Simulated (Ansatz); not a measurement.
[Cu(NH3)3F]+ (CuN₃FH₉⁺), relaxed as a doublet with UKS PBE-D4/def2-SVP in Ansatz, starting from the GFN2-xTB geometry. Force threshold 0.02 eV/Å.

The relaxation made no stability test and no search for a lower SCF solution. No other spin state of charge 1 was run.

Start:

```xyz
14

Cu    0.042    0.376    0.149
N     0.343    1.276   -1.741
H     1.130    0.923   -2.276
H     0.555    2.233   -1.460
H    -0.484    1.304   -2.331
N    -0.191   -1.514   -0.611
H    -0.869   -2.048   -0.073
H     0.695   -2.013   -0.586
H    -0.511   -1.494   -1.576
N    -0.217   -0.235    2.158
H     0.357   -1.006    2.484
H    -1.188   -0.412    2.400
H     0.071    0.610    2.650
F     0.267    1.998    0.811
```

```json
{"step": "1", "energy (eV)": "-51944.1117", "largest force component (eV/Å)": "1.059", "SCF passes": "20"}
{"step": "2", "energy (eV)": "-51944.2248", "largest force component (eV/Å)": "0.829", "SCF passes": "21"}
{"step": "3", "energy (eV)": "-51944.2665", "largest force component (eV/Å)": "0.461", "SCF passes": "22"}
{"step": "4", "energy (eV)": "-51944.2806", "largest force component (eV/Å)": "0.128", "SCF passes": "22"}
{"step": "5", "energy (eV)": "-51944.2817", "largest force component (eV/Å)": "0.051", "SCF passes": "21"}
{"step": "6", "energy (eV)": "-51944.2822", "largest force component (eV/Å)": "0.009", "SCF passes": "21"}
```

Force components are those of the run's own axes.

End:

```
atom   x (Å)   y (Å)   z (Å)
 Cu1   0.035   0.280   0.111
  N2   0.349   1.275  -1.659
  H3   1.184   1.057  -2.221
  H4   0.504   2.179  -1.174
  H5  -0.442   1.391  -2.309
  N6  -0.233  -1.607  -0.654
  H7  -0.921  -2.166  -0.127
  H8   0.642  -2.155  -0.640
  H9  -0.553  -1.613  -1.634
 N10  -0.200  -0.180   2.101
 H11   0.470  -0.812   2.562
 H12  -1.142  -0.424   2.439
 H13   0.005   0.794   2.396
 F14   0.302   1.982   0.809
```

By distances, no bond broke or formed. The bond that changes most is Cu1–F14, from 1.77 to 1.86 Å (atoms count from 1).

No frequencies were taken in this run, so the end may be a saddle point.

Hardware: 4 threads of Arm Neoverse V1 on a shared host. Wall time 12 s.
